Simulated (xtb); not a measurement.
trifluoroacetic acid (C2HF3O2), SMILES O=C(O)C(F)(F)F. All values are semi-empirical tight-binding results from xtb (GFN2-xTB unless named), good for trends rather than for accurate numbers. Geometry: GFN2-xTB. Other conformers were not sampled.

Optimised geometry:

```xyz
8

O      1.0310     1.5193     0.0000
C     -0.1602     0.9584     0.0000
O     -1.2138     1.5123     0.0000
C     -0.0017    -0.5932     0.0000
F      0.6723    -1.0061    -1.0781
F     -1.1828    -1.2029     0.0000
F      0.6723    -1.0061     1.0781
H      0.9791     2.4912     0.0000
```
Charge 0, spin multiplicity 1.

```yaml
point_group_as_xtb_finds_it: Cs
orbital_gap: 4.79 eV
dipole_moment: 3.52 D
zero_point_energy: 22.6 kcal/mol
G − E(el) at 298.15 K (modified RRHO): 3.2 kcal/mol
static polarisability (D4 model): 39.1 bohr³
solvation energy, GFN2-xTB/ALPB(water): -7.2 kcal/mol
solvation energy, GFN2-xTB/ALPB(toluene): -3.7 kcal/mol
```

Computed IR lines (harmonic; lines under 4 % of the strongest left out, lines within 3 cm⁻¹ merged):
ν (cm⁻¹): 613 (m), 627 (m), 725 (m), 1081 (s), 1100 (m), 1128 (vs), 1145 (w), 1257 (w), 1848 (vs), 3397 (w) (against the strongest line: vs over 80 %, s over 45 %, m over 15 %, w over 4 %, vw less)

**Question.** Give the atomic charges and the Wiberg bond orders between heavy atoms. (An estimate is asked for; the answer gives what the named calculation found.)

**Answer.** charges (e) O1 -0.33, C2 0.35, O3 -0.32, C4 0.47, F5 -0.18, F6 -0.17, F7 -0.18, H8 0.36. Bond orders O1–C2 1.19, C2–O3 1.82, C2–C4 0.86, C4–F5 0.96, C4–F6 0.98, C4–F7 0.96.
